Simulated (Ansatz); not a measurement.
The cluster B5P5, relaxed as a triplet with UKS r2SCAN-D4/def2-SVP in Ansatz, starting from the r2SCAN-D4/def2-SVP geometry of the neutral singlet. Force threshold 0.03 eV/Å.

The relaxation made no stability test and no search for a lower SCF solution. At r2SCAN-D4/def2-SVP a singlet of charge 0 lies 0.07 eV below the triplet, each at its own geometry. Another isomer (singlet) lies 0.47 eV lower at PBE0-D4/def2-TZVP.

Start:

```xyz
10

B     1.076   -0.679    1.047
B    -0.720    0.804   -1.002
B     0.701    1.653    0.186
B    -1.440   -0.604   -0.627
B    -0.292   -1.700    0.193
P    -2.102   -2.145   -0.132
P     1.309   -2.424    0.656
P     0.808    1.541   -1.734
P    -0.812    2.607   -0.313
P     1.473    0.947    1.726
```

**Question.** Estimate the energy that the relaxation releases and the steps that it takes.

**Answer.** 54.8 kJ/mol, in 15 steps; 98 s on 4 threads of Arm Neoverse V2 on a shared host. No frequencies were taken in this run, so the end may be a saddle point.

**Question.** Does the start keep its bonding?

**Answer.** Bonds formed: B1–B4 (atoms count from 1).

**Question.** Predict the relaxed structure.

**Answer.** 
Cartesian coordinates in Å:
```
B 0.534 -0.593 0.644
B -0.577 0.813 -0.973
B 0.856 1.715 0.078
B -0.958 -0.651 -0.414
B -0.440 -2.076 0.478
P -2.143 -2.086 -0.153
P 1.348 -2.321 0.791
P 0.781 1.868 -1.796
P -0.855 2.525 -0.225
P 1.454 0.806 1.570
```
Bond lengths: 10 × B–P 1.82 to 1.92 Å; 5 × B–B 1.61 to 1.99 Å; 1 × P–P 2.36 Å.
